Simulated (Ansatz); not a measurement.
Computed with Ansatz on PBE0-D4/def2-TZVP structures; ΔE is electronic, products minus reactants. CBS: MP2 limit from def2 TZ/QZ plus the TZ coupled-cluster correction, frozen cores. This one scheme is used for every species. Functionals use def2-TZVPP. HSE06 is defined as in plane-wave codes. One conformer a species, not always the lowest.

Reaction (silylene formation by 1,1-elimination): `CC(O)([SiH3])Cl` → `CC(O)Cl` + `[SiH2]`

| level | ΔE (kcal/mol) |
| --- | --- |
| r2SCANh-D4 | 56.0 |
| HSE06-D4 | 53.6 |
| SCS-MP2/def2-QZVPP | 52.6 |
| CCSD/CBS(def2) | 49.9 |

(1) What does CCSD(T)/CBS give? (Best estimate.)

(2) What do rigid-rotor, harmonic-oscillator terms from PBE0-D4/def2-TZVP frequencies (298.15 K, 1 bar) make of the CCSD(T)/CBS value? (Best estimate.)

Largest T1 diagnostic among the species: 0.014.

Results:

(1) Ansatz gave: +51.6 kcal/mol. The listed levels differ from it by 4.4, 2.0, 1.0, -1.7 kcal/mol.

(2) The calculation gave: ΔZPE = -1.4 kcal/mol, ΔH = +51.0 kcal/mol, ΔS = 158 J/(mol·K), ΔG = +39.8 kcal/mol.

At CCSD(T), def2-SVP lies −3.6 kcal/mol from the extrapolated value and def2-TZVPP −2.0 kcal/mol. From BLYP to BHLYP (50 % exact exchange), in def2-TZVPP and without D4, ΔE moves by +4.6 kcal/mol.

CCSD(T)/CBS has its own doubt, a few kJ/mol and more with outer-core shells, so smaller differences from it don't rank the levels.
